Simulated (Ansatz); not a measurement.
Gas-phase electronic energies from Ansatz, PBE0-D4/def2-TZVP geometries. CBS: MP2 limit from def2 TZ/QZ plus the TZ coupled-cluster correction, frozen cores. This one scheme is used for every species. DFT in def2-TZVPP. Elements past krypton have def2 core potentials. For Sn outer-core shells are correlated without core-valence functions, which leaves a few kJ/mol of doubt a bond. One conformer a species, not always the lowest.

Consider the cleavage of the Si–Si bond: `C[SiH](O)[SiH3]` + `[NH2][Sn][OH]` → `[NH2][Sn][O][SiH3]` + `C[SiH2]O`.

```json
{"species": "`C[SiH](O)[SiH3]`", "r2SCAN-D4 energy (Eh)": "-697.12996"}
{"species": "`[NH2][Sn][OH]`", "r2SCAN-D4 energy (Eh)": "-346.20368"}
{"species": "`[NH2][Sn][O][SiH3]`", "r2SCAN-D4 energy (Eh)": "-636.92059"}
{"species": "`C[SiH2]O`", "r2SCAN-D4 energy (Eh)": "-406.45449"}
```

(1) Work out ΔE.

Largest T1 diagnostic among the species: 0.017.

Results:

(1) ΔE = (-636.92059) + (-406.45449) − (-697.12996) − (-346.20368) = -0.04144 Eh = -108.8 kJ/mol. CCSD(T)/CBS gives -117.0 kJ/mol.

From BLYP to BHLYP (50 % exact exchange), in def2-TZVPP and without D4, ΔE moves by −19.9 kJ/mol. In def2-TZVPP, CCSD(T) changes the Hartree–Fock value by +24.8 kJ/mol (the triples alone add +3.0 kJ/mol) and MP2 by +17.3 kJ/mol.
